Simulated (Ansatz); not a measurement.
`O=C[N]([AlH2])[SiH3]` + `C/N=C/[SeH]` → `C/N=C\[Se][AlH2]` + `O=CN[SiH3]`  (ligand exchange at the Al–N bond)

Computed with Ansatz on PBE0-D4/def2-TZVP structures; ΔE is electronic, products minus reactants. CCSD(T)/CBS adds triple-zeta CCSD(T) − MP2 to the extrapolated MP2 energy (def2 sets, frozen cores). Double bonds are as drawn, so ΔE can hold a change between cis and trans. Functionals use def2-TZVPP. B3LYP here is the variant with VWN-RPA as its local correlation; programs differ in this. For Se outer-core shells are correlated without core-valence functions, which leaves a few kJ/mol of doubt a bond. Scalar relativity is left out up to krypton. One conformer a species, not always the lowest.

`O=C[N]([AlH2])[SiH3]`:

```xyz
11

O    -2.119    0.252   -0.941
C    -1.521   -0.169    0.024
N    -0.157   -0.093    0.153
Al    0.706   -0.731    1.613
Si    0.582    0.687   -1.258
H    -2.049   -0.646    0.869
H    -0.210   -1.381    2.723
H     2.273   -0.591    1.665
H     0.119    2.086   -1.403
H     0.339   -0.094   -2.492
H     2.037    0.681   -0.953
```

`C/N=C/[SeH]`:

```xyz
9

C     1.509   -0.127   -0.069
N     0.328    0.696   -0.123
C    -0.786    0.143    0.024
Se   -2.380    1.177   -0.037
H     1.295   -1.192    0.101
H     2.062   -0.022   -1.006
H     2.162    0.234    0.730
H    -0.933   -0.932    0.192
H    -3.258    0.022    0.187
```

`C/N=C\[Se][AlH2]`:

```xyz
11

C     1.468   -0.780    0.068
N     0.293   -1.468    0.516
C    -0.851   -1.248    0.071
Se   -1.412    0.006   -1.343
Al   -1.119    1.956   -0.141
H     1.795   -0.095    0.855
H     1.319   -0.216   -0.860
H     2.269   -1.510   -0.073
H    -1.697   -1.817    0.453
H    -1.539    3.294   -0.869
H    -0.525    1.878    1.322
```

`O=CN[SiH3]`:

Cartesian coordinates in Å:
```
O 0.238 1.956 0.115
C 0.160 1.215 -0.838
N -0.006 -0.125 -0.708
Si -0.112 -0.819 0.906
H 0.218 1.578 -1.880
H -0.062 -0.671 -1.553
H 1.135 -0.580 1.666
H -1.283 -0.283 1.635
H -0.288 -2.273 0.659
```

(1) Is it downhill or uphill in electronic energy at CCSD(T)/CBS, and by how much? (An estimate is asked.)

(2) What do these levels give: r2SCAN-D4, B3LYP-D4, PBE0, MP2/def2-TZVPP, CCSD(T)/def2-TZVPP, MP2/def2-QZVPP? (Best estimate.)

Largest T1 diagnostic among the species: 0.015.

Answers

(1) The calculation gave: Downhill: ΔE = -30.9 kJ/mol.

(2) Ansatz gave: r2SCAN-D4 -34.4, B3LYP-D4 -29.3, PBE0 -35.3, MP2/def2-TZVPP -26.5, CCSD(T)/def2-TZVPP -24.6, MP2/def2-QZVPP -29.6 kJ/mol.
